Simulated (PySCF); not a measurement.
# Orbital energies, ionisation energy and electron affinity

Compound: MoOF4 (singlet state).
Z-matrix (Å and degrees, PBE0-D3(BJ)/def2-SVP geometry), rows numbered from 1:
```
Mo
O   1  1.6360
F   1  1.8325  2  105.11
F   1  1.8324  2  105.10  3   -90.00
F   1  1.8325  2  105.10  3   180.00
F   1  1.8325  2  105.11  3    90.00
```

Level: CAM-B3LYP/def2-SVPD (PySCF). Frontier orbitals with their largest atomic shares (Löwdin; up to four atoms above 4 %):

| orbital | ε (eV) | main atoms |
| --- | --- | --- |
| HOMO−3 | -14.38 | O2 48 %, Mo1 11 %, F6 10 %, F5 10 % |
| HOMO−2 | -13.78 | F6 25 %, F3 25 %, F5 25 %, F4 25 % |
| HOMO−1 | -13.63 | ? |
| HOMO | -13.63 | ? |
| LUMO | -4.11 | Mo1 69 %, F4 7 %, F5 7 %, F3 7 % |
| LUMO+1 | -2.55 | Mo1 60 %, O2 24 %, F5 8 %, F3 8 % |
| LUMO+2 | -2.55 | Mo1 60 %, O2 24 %, F4 8 %, F6 8 % |

Question: What vertical ionisation energy does ΔSCF give, and how far is −ε(HOMO) from it?

Answer: ΔSCF: 14.55 eV (1404 kJ/mol; threshold wavelength 85.2 nm); ⟨S²⟩ of the doublet left behind is 0.778, against 0.75 for a pure doublet. −ε(HOMO) is 13.63 eV, 0.92 eV below it. For the exact functional −ε(HOMO) would equal the first vertical ionisation energy; CAM-B3LYP (range-separated hybrid) falls short of its own ΔSCF value by 6 %. Holes in the HOMO−1 and HOMO−2 were tried too where these lie within 1.2 eV of the HOMO; the lowest converged state counts.

Question: On which atoms does the HOMO lie?

Answer: HOMO: O2 51 %, F5 20 %, F3 20 %, Mo1 6 %; HOMO−1: O2 51 %, F6 20 %, F4 20 %, Mo1 6 %. These 2 orbitals lie within 0.02 eV of one another; within a degenerate set any mixture serves as well, and the shares of a single orbital can change with the mixture. The HOMO−2 lies 0.15 eV lower.

Question: And the vertical electron affinity, the fundamental gap, Mulliken's electronegativity and the hardness (with the factor ½)?

Answer: EA = 3.22 eV by ΔSCF (−ε(LUMO) = 4.11 eV). IE − EA = 11.33 eV against an orbital gap of 9.52 eV; (IE + EA)/2 = 8.88 eV; (IE − EA)/2 = 5.67 eV.

Question: With α = 43.4 au, estimate the like-pair dispersion coefficient by London's formula C6 = (3/4)α²I.

Answer: I = 0.5347 Eh, so C6 ≈ 754 au, a rough estimate.

Question: What total energies stand behind the ΔSCF value?

Answer: E(N) = -542.50295 Eh and E(N − 1) = -541.96824 Eh at the same geometry, 0.53471 Eh apart. With one more electron, E(N + 1) = -542.62144 Eh.

Geometry: PBE0-D3(BJ)/def2-SVP; no solvent, vibrations or thermal averaging. Atoms past krypton carry effective core potentials; spin–orbit coupling is left out.
